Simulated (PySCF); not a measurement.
Compound: C4H9B.
Z-matrix (Å and degrees, PBE0-D3(BJ)/def2-SVP geometry), rows numbered from 1:
```
B 
C   1  1.5682
C   2  1.5357  1  104.63
C   3  1.5330  2  105.25  1    29.53
C   4  1.5357  3  105.23  2   -37.30
H   1  1.2098  2  126.40  3   168.66
H   2  1.1137  1  102.23  3   114.59
H   2  1.1005  1  118.09  3  -130.51
H   3  1.1018  2  113.94  1   153.43
H   3  1.1046  2  109.20  1   -87.81
H   4  1.1045  3  109.39  2    79.91
H   4  1.1018  3  112.64  2  -162.01
H   5  1.1005  1  118.12  2  -141.70
H   5  1.1138  1  102.13  2   103.47
```

The computed photoelectron lines, unassigned: B 1s: 195.59 eV; C 1s: 289.95 (area 2), 290.37 (area 2) eV.

Theory: delta-SCF UKS SCAN, pcX-2 on the ionised atom, pcseg-1 elsewhere, spin-free X2C in PySCF 2.14.0. Geometry: PBE0-D3(BJ)/def2-SVP, one conformer, isolated molecule.

Problem. Assign the C 1s lines to atoms.

Solution. 289.95 eV: C2/C5 (sp3 carbon bound to boron); 290.37 eV: C3/C4 (ring CH2 carbon). The listed C 1s values span 0.42 eV, from C2/C5 (bonded to C, 2 H and B) to C3/C4 (bonded to 2 C and 2 H). Summing the Pauling electronegativity differences to the bonded atoms, each weighted by its formal bond order, gives -1.21 for the lowest site and -0.70 for the highest.

Bonded neighbours of each site: B1: 2 C and H; C2/C5: C, 2 H and B; C3/C4: 2 C and 2 H.

Problem. Which photon wavelength matches the C 1s of C3/C4 threshold?

Solution. λ = hc/E = 12398.42 eV Å / 290.37 eV = 42.699 Å.

The first atom of each set that the bonding makes equivalent was ionised and stands for the set.

The run took 16 s on one thread, x86-64 server, shared host.
